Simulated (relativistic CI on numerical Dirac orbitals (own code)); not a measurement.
## Re⁷⁺: computed level list

Calculated at this level of theory: Dirac-Coulomb-Breit CI, KLI orbitals optimised for each configuration, QED by a radiative potential, valence Slater integrals scaled by 0.9, P86 correlation estimate, and configurations built on the next ion tied to the tabulated ionisation energy (semi-empirical) (own radial code, finite nucleus).

Configurations in the expansion (outside the closed core [Kr] 4d10): 4f14 5s2 5p6, 4f14 5s2 5p5 5d, 4f14 5s2 5p5 6s, 4f14 5s2 5p5 6p, 4f14 5s2 5p5 6d, 4f14 5s2 5p5 7s, 4f14 5s2 5p5 5f, 4f14 5s2 5p5 6f, 4f14 5s2 5p4 5d2, 4f12 5s2 5p6 5d2, 4f13 5s2 5p6 5d, 4f14 5s 5p6 5d, 4f13 5s2 5p6 6s, 4f14 5s2 5p5 5g, 4f13 5s2 5p5 5d2, 4f14 5s 5p6 5f, 4f13 5s2 5p6 6p, 4f14 5p6 5d2, 4f14 5s2 5p4 5f2, 4f12 5s2 5p6 5f2, 4f14 5s2 5p4 5d 6s, 4f13 5s2 5p5 5d 6s, 4f12 5s2 5p6 5d 6s, 4f14 5s 5p6 5g. Levels of other configurations are missing.

| No. | Configuration | Term | J | E (cm⁻¹) | % | Next component (%) | Landé g |
| --- | --- | --- | --- | --- | --- | --- | --- |
| 1 | 4f14 5s2 5p6 | 1S | 0 | 0 | 98 | 1 4f14 5s2 5p4 5d2 1S |  |
| 2 | 4f14 5s2 5p5 5d | 3P° | 0 | 344936 | 100 |  |  |
| 3 | 4f14 5s2 5p5 5d | 3P° | 1 | 351981 | 85 | 14 3D° | 1.357 |
| 4 | 4f14 5s2 5p5 5d | 3F° | 3 | 363106 | 63 | 26 1F° | 1.087 |
| 5 | 4f14 5s2 5p5 5d | 3D° | 2 | 364326 | 46 | 44 3P° | 1.271 |
| 6 | 4f14 5s2 5p5 5d | 3F° | 4 | 366224 | 99 | 1 4f13 5s2 5p6 5d 3F° | 1.250 |
| 7 | 4f14 5s2 5p5 5d | 1D° | 2 | 373521 | 55 | 22 3F° | 1.031 |
| 8 | 4f14 5s2 5p5 5d | 3D° | 3 | 385899 | 64 | 35 1F° | 1.214 |
| 9 | 4f14 5s2 5p5 5d | 3D° | 1 | 409410 | 50 | 25 1P° | 0.790 |
| 10 | 4f13 5s2 5p6 5d‡ | 3P° | 2 | 413856 | 82 | 15 3D° | 1.432 |
| 11 | 4f13 5s2 5p6 5d‡ | 3H° | 5 | 419520 | 55 | 41 1H° | 1.026 |
| 12 | 4f13 5s2 5p6 5d‡ | 3D° | 3 | 424401 | 50 | 39 3F° | 1.189 |
| 13 | 4f13 5s2 5p6 5d‡ | 3G° | 4 | 426704 | 40 | 29 3F° | 1.067 |
| 14 | 4f13 5s2 5p6 5d‡ | 3H° | 6 | 429855 | 100 |  | 1.166 |
| 15 | 4f13 5s2 5p6 5d‡ | 3P° | 1 | 430518 | 77 | 20 3D° | 1.283 |
| 16 | 4f13 5s2 5p6 5d‡ | 1D° | 2 | 432634 | 48 | 28 3D° | 1.058 |
| 17 | 4f13 5s2 5p6 5d‡ | 3H° | 4 | 436645 | 52 | 45 3F° | 1.007 |
| 18 | 4f13 5s2 5p6 5d‡ | 3D° | 3 | 437737 | 42 | 32 1F° | 1.131 |
| 19 | 4f13 5s2 5p6 5d‡ | 3G° | 5 | 439284 | 81 | 18 1H° | 1.160 |
| 20 | 4f13 5s2 5p6 5d‡ | 1G° | 4 | 439899 | 45 | 32 3H° | 0.981 |
| 21 | 4f13 5s2 5p6 5d‡ | 3F° | 2 | 440576 | 46 | 38 1D° | 0.850 |
| 22 | 4f13 5s2 5p6 5d‡ | 3P° | 0 | 442452 | 100 |  |  |
| 23 | 4f13 5s2 5p6 5d‡ | 3G° | 3 | 447890 | 60 | 38 1F° | 0.854 |
| 24 | 4f13 5s2 5p6 5d‡ | 1P° | 1 | 449067 | 36 | 35 3D° | 0.870 |
| 25 | 4f13 5s2 5p6 5d‡ | 3D° | 1 | 450942 | 46 | 33 1P° | 0.737 |
| 26 | 4f13 5s2 5p6 5d‡ | 3H° | 5 | 451522 | 44 | 41 1H° | 1.043 |
| 27 | 4f13 5s2 5p6 5d‡ | 3D° | 2 | 451654 | 45 | 22 3F° | 0.993 |
| 28 | 4f13 5s2 5p6 5d‡ | 3F° | 3 | 457122 | 41 | 28 3G° | 0.987 |
| 29 | 4f13 5s2 5p6 5d‡ | 3G° | 4 | 458898 | 54 | 34 1G° | 1.039 |
| 30 | 4f14 5s2 5p5 5d | 3F° | 2 | 461637 | 51 | 23 1D° | 0.785 |

Energies count from the lowest computed level; ° marks odd parity. ‡ marks configurations that were not tied to measured data.

The mean weight of the leading LS term, summed over parents, in these 30 levels is 62 %, and that of the leading jj configuration (from the same eigenvectors) 84 %, so jj coupling describes them better and the LS labels are nominal.

Configurations that consist of the next ion and one excited electron were tied to the tabulated ionisation energy; Rydberg ones are usually within 1,000 to 3,000 cm⁻¹ and the lowest ones within about 6,000 (9,000 in d shells), while levels on excited terms of the next ion carry the error of that term, and the other configurations can be misplaced by 10,000 cm⁻¹ or more. Rates follow the energies as ν³ (E1, M1) or ν⁵ (E2), so rates, branching and lifetimes can be off by large factors. Levels and lines within the n = 5 or 6 shells can be off by up to 10 % or somewhat more, and those that change n by about 2 %, since core polarisation is missing. Levels that differ in their count of f electrons can be misplaced by several ten thousand cm⁻¹, since the correlation energy of f electrons is missing or only estimated; rates across such gaps can be off by orders of magnitude.

LS names give the leading component of a level, which can be under half, so a name can repeat, a term be missing and a line seem to break the LS rules.
